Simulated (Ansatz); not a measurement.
Calculated with Ansatz (gas phase, PBE0-D4/def2-TZVP geometries, no zero-point term in ΔE). CCSD(T)/CBS adds triple-zeta CCSD(T) − MP2 to the extrapolated MP2 energy (def2 sets, frozen cores). This one scheme is used for every species. Functionals use def2-TZVPP. B3LYP here is the variant with VWN-RPA as its local correlation; programs differ in this. For Br outer-core shells are correlated without core-valence functions, which leaves a few kJ/mol of doubt a bond. Scalar relativity is left out up to krypton.

Consider the cleavage of the Si–Si bond: `F[C@H]1C[Si@H]1[SiH3]` + HBr → `F[C@H]1C[Si@@H]1Br` + SiH₄.

`F[C@H]1C[Si@H]1[SiH3]`:

Cartesian coordinates in Å:
```
F 0.156 -0.269 -2.255
C 0.042 -1.107 -1.174
C 1.178 -1.062 -0.179
Si -0.463 -0.479 0.520
Si -0.703 1.806 0.823
H -0.282 -2.097 -1.487
H 1.640 -2.002 0.103
H 1.896 -0.268 -0.362
H -1.231 -1.427 1.363
H 0.202 2.488 -0.137
H -0.329 2.190 2.210
H -2.106 2.227 0.576
```

HBr:

Cartesian coordinates in Å:
```
Br -0.102 0.638 -0.295
H 0.102 -0.638 0.295
```

`F[C@H]1C[Si@@H]1Br`:

Z-matrix (Å, degrees):
```
C
C 1 1.536
Si 1 1.851 2 65.2
F 1 1.369 2 116.2 3 117.3
H 1 1.088 2 114.5 3 -111.3
H 2 1.089 1 113.4 3 -105.1
H 2 1.085 1 117.6 3 120.0
Br 3 2.202 1 119.7 2 -107.8
H 3 1.473 1 121.7 2 102.1
```

SiH₄:

Z-matrix (Å, degrees):
```
Si
H 1 1.485
H 1 1.485 2 109.5
H 1 1.485 2 109.5 3 -120.0
H 1 1.485 2 109.5 3 120.0
```

```tsv
level	ΔE (kJ/mol)	difference from CCSD(T)/CBS
B3LYP-D4	-77.0	2.3
ωB97M-V	-82.8	-3.5
B2PLYP	-81.8	-2.5
PBE	-66.7	12.6
B3LYP	-79.4	-0.1
SCS-MP2/def2-TZVPP	-86.1	-6.8
CCSD/def2-TZVPP	-78.2	1.1
CCSD(T)/def2-TZVPP	-75.7	3.6
HF/def2-QZVPP	-97.5	-18.2
MP2/def2-QZVPP	-87.2	-7.9
CCSD(T)/CBS	-79.3	0
```

Largest T1 diagnostic among the species: 0.013.

From PBE to PBE0 (25 % exact exchange), in def2-TZVPP and without D4, ΔE moves by −5.2 kJ/mol. In def2-TZVPP, CCSD(T) changes the Hartree–Fock value by +21.5 kJ/mol (the triples alone add +2.5 kJ/mol) and MP2 by +12.2 kJ/mol.
